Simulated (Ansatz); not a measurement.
`N[SiH](Cl)O[SiH3]`, 11 atoms. Total charge 0; spin multiplicity 1. Hardware: A = 2 threads of an AMD EPYC 7R13 on a shared host and a share of an NVIDIA H100 80 GB; B = 2 threads of an AMD EPYC 7R13 on a shared host. Correlated methods freeze the cores. Open-shell runs search over several starts.

Give the basis size and wall time and peak host memory of each of these runs in Ansatz. RKS SPW92 (LDA)/def2-TZVPP energy [A]; UKS PBE-D4/def2-TZVPP energy of the cation [A]; RKS B3LYP-D4/def2-TZVPP energy and forces [A]; RKS PBE0-D4/def2-QZVPP energy [A]; RKS ωB97M-V/def2-TZVPP energy and forces [A]; UKS B3LYP-D4/def2-TZVPP energy of the cation [A]; RKS r2SCAN0-D4/def2-TZVPP energy [A]; RHF-CCSD(T)/def2-SVP energy [B]; UKS PBE0-D4/def2-TZVPP energy of the cation [A]; RHF-CCSD(T)/cc-pV(D+d)Z energy [A]; RKS ωB97M-V/def2-SVP energy [B]; RKS ωB97M-V/def2-QZVPP energy [A]. (An estimate is asked.)

Ansatz gave: Other jobs shared the machine, so times are rough.

```
                     level                       job  functions  wall time  peak host memory (GiB)
   RHF-CCSD(T)/cc-pV(D+d)Z                energy [A]        127      1.7 s                    0.81
RKS SPW92 (LDA)/def2-TZVPP                energy [A]        272      1.8 s                    0.82
 RKS r2SCAN0-D4/def2-TZVPP                energy [A]        272      2.3 s                    0.88
   RKS B3LYP-D4/def2-TZVPP     energy and forces [A]        272      2.3 s                    0.88
    RKS PBE0-D4/def2-QZVPP                energy [A]        504        3 s                     1.1
    RKS ωB97M-V/def2-TZVPP     energy and forces [A]        272      3.5 s                    0.94
    RKS ωB97M-V/def2-QZVPP                energy [A]        504      3.6 s                     1.2
      RKS ωB97M-V/def2-SVP                energy [B]        112      7.5 s                    0.41
      RHF-CCSD(T)/def2-SVP                energy [B]        112        9 s                    0.54
   UKS B3LYP-D4/def2-TZVPP  energy of the cation [A]        272       13 s                    0.93
    UKS PBE0-D4/def2-TZVPP  energy of the cation [A]        272       15 s                    0.94
     UKS PBE-D4/def2-TZVPP  energy of the cation [A]        272       17 s                    0.91
```

B3LYP here is the variant with VWN-RPA as its local correlation; programs differ in this.
